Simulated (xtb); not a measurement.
silole (C4H6Si), SMILES C1=C[SiH2]C=C1. All values are semi-empirical tight-binding results from xtb (GFN2-xTB unless named), good for trends rather than for accurate numbers. The structure is a stationary point at GFN2-xTB.

```json
{
 "point_group_as_xtb_finds_it": "C2v",
 "orbital_gap": "2.98 eV",
 "dipole_moment": "0.21 D",
 "zero_point_energy": "49.8 kcal/mol",
 "G − E(el) at 298.15 K (modified RRHO)": "32.6 kcal/mol",
 "static polarisability (D4 model)": "72.4 bohr³",
 "solvation energy, GFN2-xTB/ALPB(water)": "0.4 kcal/mol",
 "solvation energy, GFN2-xTB/ALPB(methanol)": "-3.1 kcal/mol"
}
```
